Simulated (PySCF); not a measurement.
# Radial density of Tb (terbium, neutral)

BHandHLYP, [Xe] 4f8 6s2 6p1, one real determinant (an excited configuration). All numbers are calculated (PySCF 2.14, scalar relativity by spin-free X2C-1e, in ANO-RCC-VTZP).

| r (bohr) | 4πr²ρ (e/bohr) | 4πr²(ρα − ρβ) |
| --- | --- | --- |
| 0.0199 | 82.54 | 0.0046 |
| 0.0334 | 78.74 | 0.0114 |
| 0.0562 | 111.4 | 0.0157 |
| 0.0945 | 97.25 | 0.0320 |
| 0.159 | 97.55 | 0.4434 |
| 0.267 | 67.74 | 2.6974 |
| 0.450 | 50.00 | 7.1279 |
| 0.756 | 29.80 | 6.2934 |
| 1.27 | 11.06 | 2.0568 |
| 2.14 | 2.672 | 0.1311 |
| 3.60 | 1.012 | 0.3117 |
| 6.05 | 0.2377 | 0.1135 |
| 10.2 | 0.001608 | 0.0011 |

Densities and radii are taken from the X2C orbitals without a picture-change correction, which distorts them close to the nucleus.

⟨L²⟩ = 14.84 against 20 for a pure G term, so this real determinant mixes terms. Spin-orbit coupling, absent here, splits the open shell strongly. ⟨S²⟩ = 16.01 against 15.75 shows spin contamination.
